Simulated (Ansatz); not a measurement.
Ansatz (a quantum-chemistry and plane-wave program) input:

Ansatz 0.2 input:
```yaml
crystal:
  periodic: [false, false, false]
  atoms:
    - {symbol: Si, position_ang: [0.54572254, 0.11204702, -0.00094791]}
    - {symbol: O, position_ang: [0.29822929, 1.62549846, -0.02070848]}
    - {symbol: O, position_ang: [1.77595671, -0.79200754, 0.01971050]}
    - {symbol: O, position_ang: [-0.90706955, -0.76185386, -0.00255185]}
    - {symbol: H, position_ang: [-1.66143075, -0.17791939, -0.01495528]}
basis:
  gaussian:
    orbitals: def2-TZVP
hamiltonian:
  xc: b3lyp
  dispersion: d3bj
total_charge: -1
relax: {f_tol: 0.002, max_steps: 150}
```

Task: Predict the final energy.

Result: -516.07738 Eh (B3LYP-D3(BJ)/def2-TZVP). The basis has 136 functions. The run takes about 30 core-seconds (a rough figure).

It need not be the lowest isomer of its formula. Whether it binds its extra electron was not tested at this geometry.
